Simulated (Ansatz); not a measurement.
`C=C(C)[SeH]` → 3 C• + 6 H• + Se•  (atomization)

Isolated molecules relaxed with PBE0-D4/def2-TZVP in Ansatz; ΔE leaves out vibrations. CCSD(T)/CBS adds triple-zeta CCSD(T) − MP2 to the extrapolated MP2 energy (def2 sets, frozen cores). This one scheme is used for every species, atoms too. DFT in def2-TZVPP. Open shells (•) are unrestricted, without spin–orbit coupling. Spin–orbit coupling would lower the free atoms: a little for C; clearly for Se. For Se outer-core shells are correlated without core-valence functions, so the limit isn't a true one: a few kJ/mol of doubt a bond, and 10 to 20 or more in all where bonds break to atoms. Scalar relativity is left out up to krypton. Each species was taken in one conformer, which may not be the lowest.

CCSD(T)/CBS gives +3779.4 kJ/mol.

Question: Another level gave +3718.5 kJ/mol. Which?
A. SCS-MP2/def2-TZVPP
B. MP2/def2-TZVPP
C. PBE0-D4/def2-TZVPP
D. ωB97X-V/def2-TZVPP

Answer: A. SCS-MP2/def2-TZVPP 3718.5, ωB97X-V 3775.3, PBE0-D4 3803.6, MP2/def2-TZVPP 3736.1 kJ/mol.

Largest T1 diagnostic among the species: 0.010.

The D4 term adds +32.8 kJ/mol with B3LYP and +17.0 kJ/mol with PBE0; it sums over pairs of atoms, weighted by their polarisabilities, and B3LYP, whose exchange is more repulsive, gets the larger term. From PBE to PBE0 (25 % exact exchange), in def2-TZVPP and without D4, ΔE moves by −60.1 kJ/mol: exact exchange takes away binding that semilocal exchange gives to molecules.

B3LYP here is the variant with VWN-RPA as its local correlation; programs differ in this.

For atomizations the MP2-based limit and the directly extrapolated one differ by several kJ/mol either way, and by 10 to 25 for some Ge, Se and Sn compounds, so smaller differences from it don't rank the levels.
